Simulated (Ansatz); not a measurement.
Z-matrix (Å, degrees):
```
Zr
O 1 1.910
F 1 1.913 2 109.1
O 1 1.910 2 111.7 3 120.6
F 1 1.913 2 109.1 3 -118.8
H 2 0.952 1 171.5 3 -120.5
H 4 0.952 1 171.5 2 -0.1
```

Total charge 0; spin multiplicity 1. Zr takes the def2 core potential.

Task: List the ωB97M-V/def2-TZVPP orbital energies in eV (Ansatz). (Best estimate.)

Result: Computed: Occupied: -676.65, -676.65, -526.21, -526.21, -62.42, -39.48, -39.27, -39.07, -33.92, -33.44, -30.00, -29.77, -17.07, -16.85, -14.85, -14.78, -14.41, -14.36, -14.01, -13.71, -12.64, -12.38, -12.20, -12.06. Lowest empty: 0.47, 1.24, 1.40, 1.53, 2.27, 2.33, 2.36, 2.52.
